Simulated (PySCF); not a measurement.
# Computed data sheet: `C=N/C(=C\Cl)OC`

C₄H₆ClNO.
Cartesian coordinates in Å at the GFN2-xTB level; atoms count from 1:
```
atom  x, y, z in Å
C1    -1.6330    1.1521   -0.0114
N2    -0.5342    0.6782   -0.4018
C3    -0.0669   -0.5839   -0.1334
C4    -0.7739   -1.7269   -0.2154
Cl5   -2.4601   -1.7866   -0.5369
O6     1.2701   -0.7058    0.0838
C7     2.0199    0.4933    0.1132
H8    -2.3129    0.6699    0.6887
H9    -1.9112    2.1276   -0.3845
H10   -0.2831   -2.6836   -0.1773
H11    3.0498    0.1858    0.2827
H12    1.9391    1.0314   -0.8337
H13    1.6919    1.1489    0.9246
```

Some functional groups and rings: imine, C=C double bond, ether and C–Cl bond.

GFN2-xTB geometry:

```yaml
Point_group_of_the_GFN2-xTB_geometry: C1
Rotational_constants_A_B_C_of_the_GFN2-xTB_geometry: 4.337, 1.394, 1.075 GHz
```

From CAM-B3LYP/def2-SVPD ground state and vertical TDDFT (core frozen in the response) (PySCF):

```yaml
Dipole_moment: 2.25 D
HOMO_energy: -7.41 eV
LUMO_energy: -0.39 eV
HOMO–LUMO_gap: 7.02 eV
Lowest_singlet_excitation: 3.86 eV (321 nm, f = 0.071)
Strongest_line_among_the_8_lowest_singlet_transitions: S8 at 7.03 eV (176 nm, f = 0.151)
Lowest_triplet_excitation_Tamm–Dancoff: 2.71 eV
Static_isotropic_polarisability: 77.2 au
Electronic_spatial_extent_⟨r²⟩_about_the_centre_of_nuclear_charge: 1036 bohr²
```

Monoisotopic mass from the formula: 119.0138 u.

The largest Löwdin shares of the LUMO are 0.35 on C1, 0.25 on N2, 0.11 on C4 and 0.07 on C3. The rotational constants make it an asymmetric top with κ = (2B − A − C)/(A − C) = -0.80, nearer the prolate limit (−1). The largest Löwdin shares of the HOMO are 0.29 on C4, 0.20 on Cl5, 0.16 on C3 and 0.15 on O6. With B = h/(8π²I), that is 505.379 GHz u Å² over I, the principal moments of inertia are 116.5, 362.5 and 470.0 u Å² (most abundant isotopes). The polarisability is 11.43 Å³ as a volume (1 au = 0.148185 Å³), or 1.24 au for each of the 62 electrons. No computed singlet falls in the visible range (750 to 380 nm, 1.65 to 3.26 eV); S1 lies 0.60 eV above its blue end.

One conformer (not necessarily the lowest) at the GFN2-xTB geometry, without solvent, vibrations or thermal averaging.

For the TDDFT job (CAM-B3LYP/def2-SVPD), on AMD EPYC, one thread, shared host, this took 66 s and 0.89 GiB of memory at its peak.
